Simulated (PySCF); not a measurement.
Si(3+) (silicon, charge +3): UHF calculation

Configuration: [Ne] 3s1, 2S determinant. All numbers are calculated (PySCF 2.14, scalar relativity by spin-free X2C-1e, in jorge-DZP-DKH (7s4p1d, 24 functions)).

```
Total energy                        : -287.412878 hartree
One-electron energy                 : -383.8471 hartree
Hartree (Coulomb) energy            : 116.0099 hartree
Exchange energy                     : -19.5756 hartree
⟨S²⟩                                : 0.7500
⟨L²⟩                                : 0.000
Sum of ⟨r⟩                          : 6.424 bohr
Sum of ⟨r²⟩                         : 6.937 bohr²
Langevin diamagnetic susceptibility : -5.49 ×10⁻⁶ cm³/mol
Time after the integrals            : 0.05 s of wall time on 1 thread of Neoverse-V1 (shared host)
```

```json
{"shell": "1s α", "electrons": "1", "mean orbital energy (hartree)": "-70.37545", "rms radius, mean of both spins (bohr)": "0.129"}
{"shell": "1s β", "electrons": "1", "mean orbital energy (hartree)": "-70.35701", "rms radius, mean of both spins (bohr)": "0.129"}
{"shell": "2s α", "electrons": "1", "mean orbital energy (hartree)": "-7.53415", "rms radius, mean of both spins (bohr)": "0.612"}
{"shell": "2s β", "electrons": "1", "mean orbital energy (hartree)": "-7.49827", "rms radius, mean of both spins (bohr)": "0.612"}
{"shell": "2p α", "electrons": "3", "mean orbital energy (hartree)": "-5.60232", "rms radius, mean of both spins (bohr)": "0.596"}
{"shell": "2p β", "electrons": "3", "mean orbital energy (hartree)": "-5.58836", "rms radius, mean of both spins (bohr)": "0.596"}
{"shell": "3s α", "electrons": "1", "mean orbital energy (hartree)": "-1.64170", "rms radius, mean of both spins (bohr)": "2.01"}
```

Densities and radii are taken from the X2C orbitals without a picture-change correction, which distorts them close to the nucleus.
